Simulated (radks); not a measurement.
Valence configurations of P IV (all share [Ne]). Method: Dirac Kohn-Sham, PBE, spin-unpolarised, spherical densities, point nucleus; open shells fill j = l - 1/2 first; computed with a radial shooting solver on a logarithmic mesh with Libxc functionals. Energies are relative to 3s2; eigenvalues in eV.

| valence | E (eV) | e(3p1/2) | e(3s1/2) |
|---|---|---|---|
| 3s2 | 0.000 | - | -45.611 |
| 3p2 | 20.465 | -36.480 | - |
| 3s1 3p1 | 10.217 | -35.955 | -46.189 |
| 3s1.5 3p0.5 | 5.104 | -35.686 | -45.903 |
| 3s0.5 3p1.5 | 15.337 | -36.220 | -46.468 |

NIST lists [Ne] 3s2 as the ground configuration; this level of theory agrees among the configurations tried. The energies are those of spherical spin-averaged densities, not of single terms.
